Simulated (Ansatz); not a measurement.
`NB(F)[O][GeH3]` + H₂ → `FB[O][GeH3]` + NH₃  (hydrogenolysis of a B–N bond)

Program: Ansatz. Geometries: PBE0-D4/def2-TZVP. ΔE: electronic, gas phase. CCSD(T)/CBS is the MP2 limit (def2-TZVPP, def2-QZVPP) plus CCSD(T) − MP2 in def2-TZVPP, frozen cores. This one scheme is used for every species. Functionals use def2-TZVPP. B3LYP here is the variant with VWN-RPA as its local correlation; programs differ in this. For Ge outer-core shells are correlated without core-valence functions, which leaves a few kJ/mol of doubt a bond. Scalar relativity is left out up to krypton. One conformer a species, not always the lowest.

| level | ΔE (kJ/mol) | difference from CCSD(T)/CBS |
| --- | --- | --- |
| r2SCAN-D4 | 89.4 | 7.8 |
| PBE0-D4 | 84.0 | 2.4 |
| B3LYP-D4 | 84.7 | 3.1 |
| ωB97X-V | 82.5 | 0.9 |
| B2PLYP | 80.2 | -1.4 |
| r2SCAN | 88.2 | 6.6 |
| PBE0 | 80.2 | -1.4 |
| B3LYP | 77.6 | -4.0 |
| HF/def2-TZVPP | 75.3 | -6.3 |
| MP2/def2-TZVPP | 84.9 | 3.3 |
| SCS-MP2/def2-TZVPP | 80.7 | -0.9 |
| HF/def2-QZVPP | 74.4 | -7.2 |
| MP2/def2-QZVPP | 84.8 | 3.2 |
| SCS-MP2/def2-QZVPP | 80.7 | -0.9 |
| HF/CBS(def2) | 74.2 | -7.4 |
| MP2/CBS(def2) | 85.2 | 3.6 |
| CCSD(T)/CBS | 81.6 | 0 |

Largest T1 diagnostic among the species: 0.013.

The D4 term adds +7.0 kJ/mol with B3LYP and +3.8 kJ/mol with PBE0; it sums over pairs of atoms, weighted by their polarisabilities, and B3LYP, whose exchange is more repulsive, gets the larger term. In def2-TZVPP, CCSD(T) changes the Hartree–Fock value by +6.0 kJ/mol (the triples alone add +1.7 kJ/mol) and MP2 by +9.6 kJ/mol.
